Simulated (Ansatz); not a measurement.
## GaSiH4OF (SMILES [F][GaH][O][SiH3]): the electronic atomisation energy, rung by rung

GaSiH4OF: 8 atoms, total charge 0, spin state singlet. As SMILES, `[F][GaH][O][SiH3]`. Geometry: relaxed at PBE0-D4/def2-TZVP. This is one conformer, not always the lowest.

```xyz
8

F     0.8571    1.4720    1.8462
Ga    1.3239    1.2202    0.1775
O     0.3222    0.0248   -0.6440
Si   -0.9528   -0.9458   -0.2991
H     2.4931    1.9842   -0.4631
H    -1.2875   -1.7172   -1.5232
H    -0.6186   -1.8943    0.7969
H    -2.1373   -0.1438    0.1088
```

Quantity: the electronic atomisation energy, in eV. The values are calculated. Electronic energies at fixed atoms, without zero-point motion or spin-orbit coupling.

```json
{"level": "SVWN5/6-31G* (spherical functions)", "kind": "LDA", "program": "Ansatz", "value (eV)": "29.71", "CPU time (all runs)": "9.2 s"}
{"level": "BLYP/6-31G* (spherical functions)", "kind": "GGA", "program": "Ansatz", "value (eV)": "25.59", "CPU time (all runs)": "14 s"}
{"level": "revPBE/6-31G* (spherical functions)", "kind": "GGA", "program": "Ansatz", "value (eV)": "25.05", "CPU time (all runs)": "14 s"}
{"level": "r2SCAN/6-31G* (spherical functions)", "kind": "meta-GGA", "program": "Ansatz", "value (eV)": "26.16", "CPU time (all runs)": "29 s"}
{"level": "r2SCAN0/6-31G* (spherical functions)", "kind": "hybrid meta-GGA", "program": "Ansatz", "value (eV)": "25.59", "CPU time (all runs)": "20 s"}
{"level": "CAM-B3LYP/6-31G* (spherical functions)", "kind": "range-separated hybrid", "program": "Ansatz", "value (eV)": "26.13", "CPU time (all runs)": "12 s"}
{"level": "wB97X/6-31G* (spherical functions)", "kind": "range-separated hybrid", "program": "Ansatz", "value (eV)": "26.19", "CPU time (all runs)": "42 s"}
{"level": "RPA@PBE0/6-31G* (spherical functions)", "kind": "RPA", "program": "Ansatz", "value (eV)": "23.39", "CPU time (all runs)": "17 s"}
{"level": "MP2/6-31G* (spherical functions)", "kind": "perturbation theory", "program": "Ansatz", "value (eV)": "24.44", "CPU time (all runs)": "4.7 s"}
{"level": "BCCD(T)/6-31G* (spherical functions)", "kind": "coupled cluster or CI", "program": "Ansatz", "value (eV)": "23.80", "CPU time (all runs)": "29 s"}
```

All-electron rows without a relativistic Hamiltonian named are non-relativistic. Correlated wave functions underbind in double-zeta sets. The values span 23.39 to 29.71 eV. In the correlated wave-function rows the outer d shell of Ga is correlated, in sets not made for it. In so small a basis fixed costs decide the times, and correlated methods can beat functionals. Times are those of the runs behind each value, whatever else they computed, on shared processors of several kinds: orders of magnitude only.
